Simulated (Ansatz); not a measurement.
Single points on Be8⁺.

```yaml
crystal:
  periodic: [false, false, false]
  atoms:
    - {symbol: Be, position_ang: [-1.375682, -0.459354, 0.314125]}
    - {symbol: Be, position_ang: [0.436559, -1.884797, 0.584319]}
    - {symbol: Be, position_ang: [0.650632, 0.079134, 1.332213]}
    - {symbol: Be, position_ang: [-1.323624, 0.970376, -1.179306]}
    - {symbol: Be, position_ang: [1.904602, -0.668479, -0.131943]}
    - {symbol: Be, position_ang: [0.643545, 1.254795, -0.464245]}
    - {symbol: Be, position_ang: [0.071450, -0.884883, -1.188859]}
    - {symbol: Be, position_ang: [-1.007481, 1.593208, 0.733705]}
basis:
  gaussian: {orbitals: def2-TZVP, initial_orbitals: start.molden}
total_charge: 1
magnetization: {spin_polarized: true, initial_magnetization: 1}
hamiltonian: {xc: {name: B97M-V}}
scf: {omitted_lower_state_checks: [starts]}
output: {orbitals: {seedname: orbitals}}
```

The file start.molden holds the orbitals of an earlier run on this structure, at another level or in another basis.

```sh
$ ansatz run in.yaml --threads 4 --pin off --events-out ev --progress --plain --max-ram 3916MiB
```

It prints (some lines left out):

```
Functional definition: B97M-V
1128 factors; their error is unknown
mean field evaluation 1: about -3204.2003 eV, gradient 4.8e0 eV
mean field evaluation 2: about -3204.2882 eV, gradient 1.7e-1 eV
mean field evaluation 4: about -3204.2537 eV, gradient 4.9e-2 eV
mean field evaluation 8: about -3204.2541 eV, gradient 8.1e-5 eV
mean field evaluation 16: about -3204.2541 eV, gradient 1.2e-5 eV
mean field -3204.25407528 eV, -117.7541653450 hartree, gradient 6.6e-6 eV, S^2 1.043142; 0 other end points of the search recorded, 0 dependent functions left out
reference -3204.25414882 eV, -117.7541680478 hartree; 16, 15 occupied and 136, 137 virtual orbitals, 1128 factors
Total energy: -3204.25414882 eV, -117.7541680478 hartree
Checks for a lower state left out: starts
```

It took 13 s on 4 threads of Arm Neoverse V1 on a shared host.

As the first input, with `hamiltonian: {xc: pbe}` (abridged; 3 s):

```
Functional definition: PBE
mean field -3192.18326086 eV, -117.3105710973 hartree, gradient 1.3e-5 eV, S^2 1.279342
Total energy: -3192.18331518 eV, -117.3105730934 hartree
Checks for a lower state left out: starts
```

As the first input, with `hamiltonian: {xc: {text: "exchange = 0.85*pbe_x + 0.15*exact_x\ncorrelation = pbe_c"}}` (abridged; 3.2 s):

```
Functional definition: unnamed
mean field -3192.74066671 eV, -117.3310553842 hartree, gradient 2.1e-5 eV, S^2 1.294972
Total energy: -3192.74071182 eV, -117.3310570421 hartree
Checks for a lower state left out: starts
```

The first input with `gaussian: {orbitals: def2-TZVPP, initial_orbitals: start.molden}`, `correlation: {method: ccsd_t}`, `scf: {omitted_lower_state_checks: [starts, cluster_reference]}` and without the key `hamiltonian` (abridged; 2.9 min):

```
Functional definition: HF
mean field evaluation 16: about -3173.6990 eV, gradient 6.8e-2 eV
mean field -3173.69950943 eV, -116.6313057609 hartree, gradient 2.4e-6 eV, S^2 2.060419
second order -14.72605354 eV of doubles, -0.00000000 eV of singles
cycle   1  -15.68225511 eV  change   -9.6e-1 eV  update   1.6e-1
cycle   2  -16.21299421 eV  change   -5.3e-1 eV  update   6.8e-2
cycle   3  -16.43172202 eV  change   -2.2e-1 eV  update   5.6e-2
cycle   4  -16.46431533 eV  change   -3.3e-2 eV  update   3.6e-2
cycle   5  -16.50134730 eV  change   -3.7e-2 eV  update   2.6e-2
cycle   6  -16.55601044 eV  change   -5.5e-2 eV  update   1.8e-2
cycle   7  -16.56928228 eV  change   -1.3e-2 eV  update   1.1e-2
cycle   8  -16.57704405 eV  change   -7.8e-3 eV  update   8.3e-3
cycle   9  -16.58575689 eV  change   -8.7e-3 eV  update   6.2e-3
cycle  10  -16.58685077 eV  change   -1.1e-3 eV  update   4.5e-3
[...]
cycle  12  -16.59252733 eV  change   -8.0e-4 eV  update   1.9e-3
cycle  13  -16.59289992 eV  change   -3.7e-4 eV  update   1.1e-3
cycle  14  -16.59340651 eV  change   -5.1e-4 eV  update   8.0e-4
cycle  15  -16.59305951 eV  change    3.5e-4 eV  update   6.2e-4
cycle  16  -16.59312063 eV  change   -6.1e-5 eV  update   4.8e-4
cycle  17  -16.59304189 eV  change    7.9e-5 eV  update   3.6e-4
cycle  18  -16.59304752 eV  change   -5.6e-6 eV  update   2.5e-4
cycle  19  -16.59303848 eV  change    9.0e-6 eV  update   1.9e-4
cycle  20  -16.59293486 eV  change    1.0e-4 eV  update   1.3e-4
cycle  21  -16.59282739 eV  change    1.1e-4 eV  update   9.7e-5
cycle  22  -16.59276386 eV  change    6.4e-5 eV  update   7.0e-5
cycle  23  -16.59271261 eV  change    5.1e-5 eV  update   4.9e-5
cycle  24  -16.59271332 eV  change   -7.1e-7 eV  update   3.2e-5
cycle  25  -16.59270996 eV  change    3.4e-6 eV  update   2.4e-5
cycle  26  -16.59271999 eV  change   -1.0e-5 eV  update   1.8e-5
cycle  27  -16.59272929 eV  change   -9.3e-6 eV  update   1.3e-5
perturbative correction -1.02478570 eV, -0.0376601800 hartree
Total energy: -3191.31702443 eV, -117.2787374955 hartree
Checks for a lower state left out: starts, cluster_reference
```

As the first input, with `gaussian: {orbitals: def2-SVP, initial_orbitals: start.molden}`, `hamiltonian: {xc: pbe0}` (abridged; 2.6 s):

```
Functional definition: PBE0
mean field evaluation 16: about -3189.8119 eV, gradient 2.4e-5 eV
mean field -3189.81191698 eV, -117.2234258169 hartree, gradient 1.4e-5 eV, S^2 1.102474
Total energy: -3189.81195619 eV, -117.2234272580 hartree
Checks for a lower state left out: starts
```

Geometry: r2SCAN/def2-SVP.

Correlated methods freeze no core orbitals. At B97M-V/def2-TZVP, PBE/def2-TZVP, PBE with 15 % exact exchange/def2-TZVP, CCSD(T)/def2-TZVPP and others the charge 1 doublet is spin-contaminated (final ⟨S²⟩ up to 2.06, 0.75 for a pure state). At CCSD(T)/def2-TZVPP T1 of the charge 1 doublet is large (up to 0.068), so the single-reference result is doubtful. The structure comes from a short search, and lower isomers may exist.
